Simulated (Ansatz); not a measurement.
Basis sets compared for Al9N9H26, a nanocrystal cut from wurtzite AlN (hydrogen-capped). Charge 0, multiplicity 1. Geometry PBE-D4/def2-SVP. Ansatz on 2 threads of AMD EPYC 7R13 on a shared host and a share (18 GiB) of an NVIDIA H100 80GB HBM3; times are rough, and most runs start from earlier orbitals.

Cartesian coordinates in Å:
```
N 0.565 2.937 -1.233
Al -0.588 1.495 -1.845
N 0.681 0.508 -3.037
Al -1.977 1.250 0.807
N -0.812 0.260 -0.428
Al -1.918 -1.184 -0.953
Al 0.977 -1.352 -2.601
N -0.678 -2.230 -2.125
N -2.088 -2.409 0.548
Al 2.318 2.415 -0.495
Al 0.685 2.346 2.278
N -0.947 1.282 2.437
N 1.746 1.293 0.972
Al 0.772 -0.234 0.448
N 1.859 -1.215 -0.879
Al -0.724 -0.494 3.223
N 0.403 -1.413 1.873
Al -0.409 -3.082 1.335
H 0.682 3.650 -1.969
H 0.091 3.439 -0.453
H -1.813 1.913 -2.779
H 0.438 0.651 -4.029
H 1.613 0.959 -2.905
H -2.127 2.704 0.101
H -3.309 0.327 0.894
H -3.232 -0.945 -1.827
H 1.793 -2.133 -3.730
H -1.179 -2.607 -2.944
H -0.382 -3.060 -1.565
H -2.566 -1.917 1.332
H -2.715 -3.194 0.312
H 3.215 3.670 -0.071
H 2.950 1.450 -1.673
H 0.316 3.728 1.504
H 1.505 2.422 3.656
H -1.519 1.797 3.133
H 2.591 1.012 1.497
H 2.768 -0.737 -0.995
H 2.060 -2.164 -0.519
H -2.158 -1.259 3.165
H 0.079 -0.452 4.613
H 1.275 -1.639 2.380
H 0.412 -3.664 0.029
H -0.652 -4.125 2.523
```

Single mean-field runs in def2-SVP, def2-TZVP are fitted with def2-universal-jkfit.

Binding counts from free atoms (N quartet, Al doublet, H doublet) in the same basis, without a counterpoise term.

```
           level  functions  energy (Eh)  HOMO (eV)  LUMO (eV)  binding per atom (eV)  wall time
       HF/STO-3G        152   -2651.0755      -7.14      10.02                   3.55      6.5 s
        HF/6-31G        250   -2682.8293     -10.19       2.15                   2.30       12 s
 PBE-D4/def2-SVP        418   -2688.2571      -5.97      -1.13                   3.60        8 s
PBE0-D4/def2-SVP        418   -2688.5456      -7.20      -0.33                   3.55      7.5 s
```

**Question.** Estimate the rows for PBE-D4/def2-TZVP, PBE0-D4/def2-TZVP (with forces).

**Answer.** 
```json
{"level": "PBE-D4/def2-TZVP", "functions": "768", "energy (Eh)": "-2689.6000", "HOMO (eV)": "-6.05", "LUMO (eV)": "-1.47", "binding per atom (eV)": "3.57", "wall time": "14 s"}
{"level": "PBE0-D4/def2-TZVP (with forces)", "functions": "768", "energy (Eh)": "-2689.8657", "HOMO (eV)": "-7.26", "LUMO (eV)": "-0.71", "binding per atom (eV)": "3.53", "wall time": "11 s"}
```
